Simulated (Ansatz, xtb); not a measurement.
Two isomers of C4H2F2O

Structure X: `Fc1cocc1F`, a singlet. Structure Y: `Fc1coc(F)c1`, a singlet. Both are isolated molecules in the gas phase, relaxed with B3LYP-D3(BJ)/def2-SVP.

Energies in hartree; the thermal terms are from B3LYP-D3(BJ)/def2-SVP harmonic frequencies (ideal gas, rigid rotor, one conformer each, 298.15 K, 1 atm) and include the zero-point energy:

```
                              X           Y
E, CCSD(T)/def2-SVP  −427.083143  −427.094194
    E, MP2/def2-SVP  −427.023895  −427.035593
  E, MP2/def2-TZVPP  −427.822340  −427.833016
  zero-point energy     0.054568     0.054457
       H(298 K) − E     0.060694     0.060549
       G(298 K) − E     0.026074     0.025380
```

**Question.** Correct the CCSD(T) difference for the basis set by the MP2 change, then work out ΔE, ΔE₀, ΔH and ΔG for X → Y in kJ/mol (1 Eh = 2625.50 kJ/mol) and the equilibrium ratio [Y]/[X].

**Answer.** 1. Differences Y − X: CCSD(T) −0.011051, MP2 in the small set −0.011698, MP2 in the large set −0.010676 Eh.
2. ΔE = −0.011051 + (−0.010676 − (−0.011698)) = −0.010029 Eh = −26.33 kJ/mol.
3. ΔE₀ = ΔE + ΔZPE = −0.010029 + (−0.000111) Eh = −26.62 kJ/mol.
4. ΔH = ΔE + (−0.000145) Eh = −26.71 kJ/mol.
5. ΔG = ΔE + (−0.000694) Eh = −28.15 kJ/mol, so ΔS = (ΔH − ΔG)/T = +4.8 J/(mol K).
6. kT = 0.9442 mEh, so K = [Y]/[X] = exp(−ΔG/kT) = exp(+11.36) ≈ 8.6 × 10^4.

Structure Y is favoured at this temperature. An error of 4 kJ/mol in ΔG would change K by a factor of 5. Mirror images and further conformers aren't counted.

As drawn, both hold the same kinds of bond in the same numbers.

Other levels gave ΔE = −15.1 (GFN2-xTB); −24.8 (HF/STO-3G, GFN2-xTB geometries); −30.0 (r2SCAN-D4/def2-SVP, GFN2-xTB geometries); −27.1 (B3LYP-D3(BJ)/def2-SVP); −33.2 (HF/def2-SVP); −30.7 (MP2/def2-SVP); −29.0 (CCSD(T)/def2-SVP) kJ/mol. The correlated steps freeze 7 core orbitals. Programs: Ansatz 0.2.0, xtb 6.7.1.
